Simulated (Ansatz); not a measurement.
Ansatz (an electronic-structure program) input file for cyanomethylboronic acid (C₂H₄BNO₂), SMILES OB(O)CC#N, PBE-D3(BJ)/def2-SVP. 

Ansatz 0.2 input:
```yaml
crystal:
  periodic: [false, false, false]
  atoms:
    - {symbol: N, position_ang: [-0.31616217, 2.57611532, -0.00000000]}
    - {symbol: C, position_ang: [0.32305938, 1.60808279, -0.00000000]}
    - {symbol: C, position_ang: [1.00525798, 0.32345794, 0.00000000]}
    - {symbol: B, position_ang: [-0.03310894, -0.89866969, 0.00000000]}
    - {symbol: O, position_ang: [-1.37887272, -0.72529218, 0.00000000]}
    - {symbol: O, position_ang: [0.49539016, -2.14691397, -0.00000000]}
    - {symbol: H, position_ang: [1.66105999, 0.24125686, -0.88318287]}
    - {symbol: H, position_ang: [1.66105999, 0.24125686, 0.88318288]}
    - {symbol: H, position_ang: [-1.66056722, 0.20068890, -0.00000001]}
    - {symbol: H, position_ang: [-0.18491654, -2.83425664, 0.00000000]}
basis:
  gaussian:
    orbitals: def2-SVP
hamiltonian:
  xc: pbe
  dispersion: d3bj
relax: {f_tol: 0.002, max_steps: 200}
```

Output:

```
WARN ansatz: RAYON_NUM_THREADS=1 ignored (pool sized by the plan → 1); use --threads N
Functional definition: PBE
integrals: 0.05 GiB planned
1160 factors; their error is unknown
mean field: 0.28 GiB planned
mean field evaluation 1: about -8373.7190 eV, gradient 8.0e1 eV
mean field evaluation 2: about -8351.0532 eV, gradient 1.3e2 eV
mean field evaluation 4: about -8385.8869 eV, gradient 1.2e1 eV
mean field evaluation 8: about -8386.1785 eV, gradient 2.2e-1 eV
mean field evaluation 16: about -8386.1362 eV, gradient 2.8e-4 eV
mean field -8386.13615470 eV, -308.1848193579 hartree, gradient 4.1e-5 eV, S^2 0.000000; 0 other end points of the search recorded, 0 dependent functions left out
the calculation of the forces begins
reference -8386.13618553 eV, -308.1848204908 hartree; 22, 22 occupied and 82, 82 virtual orbitals, 1160 factors
relax step   1: F+E_penalty+E_count = -8386.32814280 eV  Δ(F+E_penalty+E_count) = +0.000e0 eV  max|allowed force component| = 1.335e0 eV/Å  Δτ_max = 0.0000 Å  (32 SCF iters, accepted)
these checks for a lower state are left out or cut short: starts, cluster_reference, orbital_swaps, neighbouring_geometries, increment
integrals: 0.05 GiB planned
1160 factors; their error is unknown
mean field: 0.28 GiB planned
mean field -8386.15485688 eV, -308.1855066506 hartree, gradient 1.1e-5 eV, S^2 0.000000; 0 other end points of the search recorded, 0 dependent functions left out
the calculation of the forces begins
reference -8386.15488778 eV, -308.1855077858 hartree; 22, 22 occupied and 82, 82 virtual orbitals, 1160 factors
relax step   2: F+E_penalty+E_count = -8386.34650109 eV  Δ(F+E_penalty+E_count) = -1.836e-2 eV  max|allowed force component| = 1.929e-1 eV/Å  Δτ_max = 0.0147 Å  (33 SCF iters, accepted)
these checks for a lower state are left out or cut short: starts, cluster_reference, orbital_swaps, neighbouring_geometries, increment
integrals: 0.05 GiB planned
1160 factors; their error is unknown
mean field: 0.28 GiB planned
mean field evaluation 32: about -8386.1565 eV, gradient 3.8e-5 eV
mean field -8386.15645972 eV, -308.1855655538 hartree, gradient 1.1e-5 eV, S^2 0.000000; 0 other end points of the search recorded, 0 dependent functions left out
the calculation of the forces begins
reference -8386.15649065 eV, -308.1855666902 hartree; 22, 22 occupied and 82, 82 virtual orbitals, 1160 factors
relax step   3: F+E_penalty+E_count = -8386.34813622 eV  Δ(F+E_penalty+E_count) = -1.635e-3 eV  max|allowed force component| = 6.132e-2 eV/Å  Δτ_max = 0.0090 Å  (33 SCF iters, accepted)
these checks for a lower state are left out or cut short: starts, cluster_reference, orbital_swaps, neighbouring_geometries, increment
integrals: 0.05 GiB planned
1160 factors; their error is unknown
mean field: 0.27 GiB planned
mean field -8386.15682956 eV, -308.1855791450 hartree, gradient 1.1e-5 eV, S^2 0.000000; 0 other end points of the search recorded, 0 dependent functions left out
the calculation of the forces begins
reference -8386.15686049 eV, -308.1855802817 hartree; 22, 22 occupied and 82, 82 virtual orbitals, 1160 factors
relax step   4: F+E_penalty+E_count = -8386.34863590 eV  Δ(F+E_penalty+E_count) = -4.997e-4 eV  max|allowed force component| = 3.117e-2 eV/Å  Δτ_max = 0.0098 Å  (33 SCF iters, accepted)
these checks for a lower state are left out or cut short: starts, cluster_reference, orbital_swaps, neighbouring_geometries, increment
integrals: 0.05 GiB planned
1160 factors; their error is unknown
mean field: 0.28 GiB planned
mean field -8386.15686286 eV, -308.1855803687 hartree, gradient 1.1e-5 eV, S^2 0.000000; 0 other end points of the search recorded, 0 dependent functions left out
the calculation of the forces begins
reference -8386.15689378 eV, -308.1855815051 hartree; 22, 22 occupied and 82, 82 virtual orbitals, 1160 factors
relax step   5: F+E_penalty+E_count = -8386.34878714 eV  Δ(F+E_penalty+E_count) = -1.512e-4 eV  max|allowed force component| = 1.401e-2 eV/Å  Δτ_max = 0.0067 Å  (35 SCF iters, accepted)
these checks for a lower state are left out or cut short: starts, cluster_reference, orbital_swaps, neighbouring_geometries, increment
integrals: 0.05 GiB planned
1160 factors; their error is unknown
mean field: 0.28 GiB planned
mean field -8386.15681667 eV, -308.1855786713 hartree, gradient 6.3e-6 eV, S^2 0.000000; 0 other end points of the search recorded, 0 dependent functions left out
the calculation of the forces begins
reference -8386.15684760 eV, -308.1855798079 hartree; 22, 22 occupied and 82, 82 virtual orbitals, 1160 factors
relax step   6: F+E_penalty+E_count = -8386.34879366 eV  Δ(F+E_penalty+E_count) = -6.518e-6 eV  max|allowed force component| = 1.196e-2 eV/Å  Δτ_max = 0.0036 Å  (25 SCF iters, accepted)
these checks for a lower state are left out or cut short: starts, cluster_reference, orbital_swaps, neighbouring_geometries, increment
integrals: 0.05 GiB planned
1160 factors; their error is unknown
mean field: 0.28 GiB planned
mean field evaluation 64: about -8386.1568 eV, gradient 6.0e-5 eV
mean field -8386.15681915 eV, -308.1855787625 hartree, gradient 6.0e-5 eV, S^2 0.000000; 0 other end points of the search recorded, 0 dependent functions left out
the calculation of the forces begins
reference -8386.15685007 eV, -308.1855798990 hartree; 22, 22 occupied and 82, 82 virtual orbitals, 1160 factors
relax step   7: F+E_penalty+E_count = -8386.34880057 eV  Δ(F+E_penalty+E_count) = -6.906e-6 eV  max|allowed force component| = 3.100e-3 eV/Å  Δτ_max = 0.0010 Å  (22 SCF iters, accepted)
these checks for a lower state are left out or cut short: starts, cluster_reference, orbital_swaps, neighbouring_geometries, increment
integrals: 0.05 GiB planned
1160 factors; their error is unknown
mean field: 0.27 GiB planned
mean field -8386.15682455 eV, -308.1855789609 hartree, gradient 2.3e-5 eV, S^2 0.000000; 0 other end points of the search recorded, 0 dependent functions left out
the calculation of the forces begins
reference -8386.15685547 eV, -308.1855800973 hartree; 22, 22 occupied and 82, 82 virtual orbitals, 1160 factors
relax step   8: F+E_penalty+E_count = -8386.34880134 eV  Δ(F+E_penalty+E_count) = -7.763e-7 eV  max|allowed force component| = 8.088e-4 eV/Å  Δτ_max = 0.0004 Å  (22 SCF iters, accepted)
integrals: 0.05 GiB planned
1160 factors; their error is unknown
mean field: 0.27 GiB planned
mean field -8386.15682455 eV, -308.1855789609 hartree, gradient 2.3e-5 eV, S^2 0.000000; 1 other end points of the search recorded, 0 dependent functions left out
the calculation of the forces begins
reference -8386.15685547 eV, -308.1855800973 hartree; 22, 22 occupied and 82, 82 virtual orbitals, 1160 factors
Total energy: -8386.34883227 eV, -308.1926351145 hartree
Atom 0 at    -0.349882     2.565264    -0.000000 Å, force    -0.000161     0.000059    -0.000000 eV/Å
Atom 1 at     0.316035     1.599317    -0.000000 Å, force    -0.000019     0.000056     0.000000 eV/Å
Atom 2 at     1.012596     0.324681     0.000000 Å, force     0.000410     0.000809    -0.000000 eV/Å
Atom 3 at    -0.030325    -0.900814     0.000000 Å, force     0.000193     0.000466     0.000000 eV/Å
Atom 4 at    -1.383537    -0.720300    -0.000000 Å, force     0.000174    -0.000180     0.000000 eV/Å
Atom 5 at     0.499029    -2.157881    -0.000000 Å, force    -0.000438    -0.000341    -0.000000 eV/Å
Atom 6 at     1.673915     0.243574    -0.888924 Å, force    -0.000147    -0.000261    -0.000165 eV/Å
Atom 7 at     1.673915     0.243574     0.888924 Å, force    -0.000147    -0.000261     0.000165 eV/Å
Atom 8 at    -1.636801     0.223899    -0.000000 Å, force     0.000050     0.000035    -0.000000 eV/Å
Atom 9 at    -0.202745    -2.835587    -0.000000 Å, force     0.000086    -0.000381    -0.000000 eV/Å
Dipole moment:     0.152284    -0.555701    -0.000000 e Å
```

The run converged.

Cost: very roughly 20 core-seconds.
